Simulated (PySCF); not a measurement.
# Polarisability and C₆ of Zr²⁺ (zirconium, charge +2)

[Kr] 4d2, high-spin 3F determinant. Computed with PySCF 2.14 in ANO-RCC-VTZP (7s6p4d2f1g, 68 functions), with scalar relativity by spin-free X2C-1e. Coupled (time-dependent) response in atomic units; α is the mean over directions. The basis has no added diffuse functions, which lowers α and C₆.

```
method  mean α (bohr³)  C₆ (like pair)  S(−4)
   UHF           10.93           54.65  73.96
   PBE           12.12           60.06  110.8
  PBE0           11.55           57.40  92.27
```

S(−4) is the Cauchy moment in α(ω) = α(0) + S(−4) ω² + …

Spin-orbit coupling is absent.

α(iu) at UHF:

| u (hartree) | α(iu) (bohr³) |
| --- | --- |
| 0 | 10.93 |
| 0.0500 | 10.75 |
| 0.100 | 10.28 |
| 0.200 | 8.989 |
| 0.300 | 7.794 |
| 0.500 | 6.068 |
| 0.750 | 4.635 |
| 1.00 | 3.628 |
| 1.50 | 2.341 |
| 2.00 | 1.604 |
| 3.00 | 0.8694 |
| 5.00 | 0.3689 |

A single London oscillator, α(iu) = α/(1 + u²/ω²), gives C₆ = (3/4) ω α². Matching the computed C₆ needs ω = 4 × 54.65 / (3 × 10.93²) = 0.610 hartree.

For an ion, C₆ is the dispersion term alone; charge-induced terms of lower order in 1/R come first.
